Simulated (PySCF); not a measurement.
Structure with atom numbers: `[OH:1][c:2]1[cH:3][cH:4][c:5]2[cH:6][n:7][o:8][c:9]2[cH:10]1`. Hydrogens are named by the atom that carries them.

All values are calculated (PySCF 2.14.0 with density-fitted response routines): geometry from GFN2-xTB, PBE0/pcSseg-1 with gauge-including orbitals. One computed conformer, in vacuum, non-relativistic Hamiltonian.

Referencing at the same level of theory: $^{13}$C (σref 186.93) vs TMS.

Q: Do the $^{13}$C shifts follow the atomic charges (in e)? Tabulate both.

A: 
```csv
atoms,hybridisation,δ (ppm),σ para (ppm),Hirshfeld,IAO,Mulliken,ESP-fitted
C9,sp2,171.9,-241,+0.07,+0.20,+0.36,+0.70
C2,sp2,164.5,-234,+0.08,+0.23,+0.20,+0.65
C6,sp2,149.1,-206,-0.00,-0.05,+0.23,+0.17
C4,sp2,127.9,-190,-0.04,-0.13,+0.04,-0.17
C5,sp2,122.3,-198,-0.05,-0.10,-0.42,-0.23
C3,sp2,117.6,-183,-0.07,-0.20,-0.10,-0.39
C10,sp2,98.0,-168,-0.09,-0.26,-0.11,-0.86
```

Correlation coefficients of δ with charge over these carbons: Hirshfeld +0.97, IAO +0.95, Mulliken +0.78, ESP-fitted +0.99; with the paramagnetic shielding -0.98. With so few points these coefficients are fragile. Charge is one influence among several: hybridisation and low-lying excitations act through the paramagnetic term.

Shifts are as computed. Against solution values, carbons near 30 ppm lie about +3 ppm off and those near 130 ppm about +5 ppm (rms about the fit 2.1 ppm; single classes can miss by 10 ppm). Of 1328 compounds with measured shifts, 309 miss one by over three times the rms of a fit or turn the order of signals round; such compounds aren't used in these exercises. Signals without a measured value on file couldn't be tested in this way; 1H shifts scatter by 0.2 ppm about their fit, and single ones miss by 0.5 ppm.
